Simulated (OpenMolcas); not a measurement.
# Au II: effect of the active space

| Property | Result |
| --- | --- |
| Program | OpenMolcas 26.06 |
| Method | SS-CASPT2 or its RAS form, IPEA 0.25 Eh, imaginary shift 0.1 Eh |
| Basis | ANO-RCC-VTZP |
| Scalar Hamiltonian | DKH2, point nucleus |
| Spin-orbit coupling | state interaction with AMFI integrals over the reference wave functions, term energies averaged over their components |

A. 10 electrons in 6 orbitals (5d 6s); 2S+1 = 3 even, 15 roots (5 in the spin-orbit step); 2S+1 = 1 even, 6 roots; closed shells correlated: 5s 5p; CASPT2 step of the order of 2.6 core-seconds
B. 10 electrons in 9 orbitals (RAS2 5d 6s; RAS3 6p, at most 2 electrons); 2S+1 = 1 even, 20 roots; 2S+1 = 3 even, 15 roots kept (CI in the orbitals of an earlier block); 2S+1 = 1 odd, 7 roots (0 in the spin-orbit step); 2S+1 = 3 odd, 3 roots kept (CI in the orbitals of an earlier block); closed shells correlated: 5s 5p; CASPT2 step about 50 core-seconds

Energies in cm-1 above 5d10 1S0, the measured ground level; measured values from NIST Handbook of Basic Atomic Spectroscopic Data.

```csv
Level,A,B,Measured
5d10 1S0,0.0,0.0,0.0
5d9 6s 3D3,13230,12980,15040
5d9 6s 3D2 [53 %],15240,15340,
5d9 6s 3D1,26270,25940,27766
5d9 6s 1D2 [53 %],27520,27610,
```

Deviations, from unrounded energies. A percentage is the sum of absolute deviations over the sum of measured energies, with the sign that they share, or ± where signs differ.

```tsv
Against measurement	Levels	A	B
mean absolute deviation (cm-1)	2	1700	1900
other configurations (%)	2	-7.7	-9.1
```

A lies closest to measurement on these levels. The largest miss of A in the table is 5d9 6s 3D3, by -1800 cm-1. The ranking rests on the paired levels alone, and a cruder setting can come out closer through cancelling errors.

Between A and B the level of the table that moves most is 5d9 6s 3D1, by 330 cm-1 (lowest in B, highest in A). Moves below CASPT2's spread within the term are not significant.

Term energies are means over components that CASPT2 splits; among the terms shown or strongly mixed into the levels shown the widest spread is 44 cm-1 (5d9 6s 1D, A). Some high roots are left out of the spin-orbit mixing, which shifts the levels that they would mix with. A single d shell beside an s shell can misplace configurations of different d count against each other. Terms from blocks run as CI alone lack orbitals of their own (holds for B). Computed and measured levels are paired by configuration, term and J; levels that our copy of the source lacks, or whose pairing is in doubt (as where it misses far off the trend of its configuration), stay unpaired and out of the deviations. Where the source uses jj or jK labels, the order within each J decides. Levels of configurations outside the active space are missing. The table leaves out levels that lie high or whose names do not pair safely across all columns.

A share in square brackets marks a mixed level and gives the weight of the term that names it, the lowest over the columns.
